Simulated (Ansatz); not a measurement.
`O[SiH2][AsH2]` + H₂ → `[SiH3][AsH2]` + H₂O at 700 K and 1 bar (hydrogenolysis of the Si–O bond).

Program: Ansatz. Geometries: PBE0-D4/def2-TZVP. ΔE: electronic, gas phase. CBS: MP2 limit from def2 TZ/QZ plus the TZ coupled-cluster correction, frozen cores. This one scheme is used for every species. For As outer-core shells are correlated without core-valence functions, which leaves a few kJ/mol of doubt a bond. Scalar relativity is left out up to krypton. Each species was taken in one conformer, which may not be the lowest.

| species | CCSD(T)/CBS energy (Eh) | H − E (kJ/mol) | S (J/(mol·K)) |
| --- | --- | --- | --- |
| `O[SiH2][AsH2]` | -2602.30953 | 187.8 | 422.7 |
| H₂ | -1.17544 | 46.8 | 155.3 |
| `[SiH3][AsH2]` | -2527.08228 | 159.2 | 372.9 |
| H₂O | -76.37941 | 80.5 | 218.4 |

H − E and S are ideal-gas, rigid-rotor, harmonic terms from PBE0-D4/def2-TZVP, for one conformer and one mirror image of each species. The MP2-based limit puts H₂ 0.8 mEh under its directly extrapolated value; such offsets cancel only in part. 1 Eh = 2625.50 kJ/mol, R = 8.31446 J/(mol·K).

Q: By hand: ΔE, ΔH, ΔS and ΔG.

A: ΔE = (-2527.08228) + (-76.37941) − (-2602.30953) − (-1.17544) = 0.02328 Eh = 61.1 kJ/mol. Δ(H − E) = 159.2 + 80.5 − 187.8 − 46.8 = 5.1, so ΔH = 66.2 kJ/mol. ΔS = 372.9 + 218.4 − 422.7 − 155.3 = 13.3 J/(mol·K). ΔG = 66.2 − 700 × (13.3)/1000 = 56.9 kJ/mol.

Q: By hand: the equilibrium constant, and the temperature at which ΔG would vanish if ΔH and ΔS stayed fixed.

A: log₁₀ K = −ΔG/(RT ln 10) = -4.2. ΔG = 0 at ΔH/ΔS = 4977 K, far beyond where these terms or the molecules hold.

The number of gas molecules stays the same, so ΔS is small and ΔH decides. A doubt of 5 kJ/mol in ΔE shifts log₁₀ K by 0.4 here. Other conformers and mirror images would add mixing entropy, several J/(mol·K) or more a flexible species. These are equilibria of isolated gas molecules and say nothing of rates. Largest T1 diagnostic: 0.011 (customary marks: 0.02 for closed shells, 0.045 for open ones).
